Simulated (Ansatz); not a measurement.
C3H10Ge can be A, `C[CH2][GeH2][CH3]`, or B, `C[CH](C)[GeH3]`.

Program: Ansatz. Geometries: PBE0-D4/def2-TZVP. ΔE: electronic, gas phase. CCSD(T)/CBS is the MP2 limit (def2-TZVPP, def2-QZVPP) plus CCSD(T) − MP2 in def2-TZVPP, frozen cores. Functionals use def2-TZVPP. B3LYP here is the variant with VWN-RPA as its local correlation; programs differ in this. For Ge outer-core shells are correlated without core-valence functions, which leaves a few kJ/mol of doubt a bond. Scalar relativity is left out up to krypton. One conformer a species, not always the lowest.

A:

Z-matrix (Å, degrees):
```
C
C 1 1.523
H 1 1.093 2 111.7
H 1 1.094 2 111.6 3 120.0
H 1 1.093 2 111.4 3 -120.0
Ge 2 1.963 1 113.2 3 60.4
H 2 1.094 1 110.7 3 -60.7
H 2 1.094 1 110.6 3 -178.4
C 6 1.956 2 110.8 1 -60.3
H 6 1.545 2 109.1 1 60.1
H 6 1.544 2 109.9 1 178.4
H 9 1.091 6 110.6 2 60.7
H 9 1.091 6 110.3 2 -59.4
H 9 1.091 6 110.5 2 -179.4
```

B:

Z-matrix (Å, degrees):
```
C
C 1 1.523
H 1 1.093 2 112.1
H 1 1.095 2 110.8 3 120.3
H 1 1.094 2 111.2 3 -120.6
C 2 1.523 1 111.7 3 -177.9
Ge 2 1.969 1 110.8 3 58.1
H 2 1.096 1 108.8 3 -57.7
H 6 1.093 2 112.1 1 177.8
H 6 1.094 2 111.2 1 -61.6
H 6 1.095 2 110.8 1 57.5
H 7 1.541 2 110.7 1 -178.5
H 7 1.542 2 109.5 1 61.9
H 7 1.541 2 110.7 1 -57.7
```

(1) Which is lower in electronic energy at CCSD(T)/CBS, and by how much? (Best estimate.)

(2) Give E(B) − E(A) in kJ/mol with BLYP-D4, CCSD(T)/def2-SVP, r2SCAN-D4, ωB97M-V, PBE-D4, B3LYP, MP2/def2-TZVPP. (An estimate is asked.)

(3) Does the order hold for the free energy at 298.15 K (harmonic terms from PBE0-D4)? (Best estimate.)

Largest T1 diagnostic: 0.010.

## Answers

(1) Computed: A, by 30.8 kJ/mol.

(2) Ansatz gave: BLYP-D4 30.4, CCSD(T)/def2-SVP 17.7, r2SCAN-D4 31.7, ωB97M-V 31.2, PBE-D4 30.3, B3LYP 33.7, MP2/def2-TZVPP 33.9. None reverses the order clearly.

(3) Ansatz gave: Yes: G(B) − G(A) = +30.4 kJ/mol, for one conformer each.

At CCSD(T), def2-SVP lies −13.0 kJ/mol from the extrapolated value and def2-TZVPP +1.6 kJ/mol. Leaving LDA and LC-ωPBE aside and taking each functional with its dispersion term where it has one, the values, not all of them listed here, spread over 6.0 kJ/mol, from B97M-V to B2PLYP. LDA lies −9.2 kJ/mol from PBE without D4.
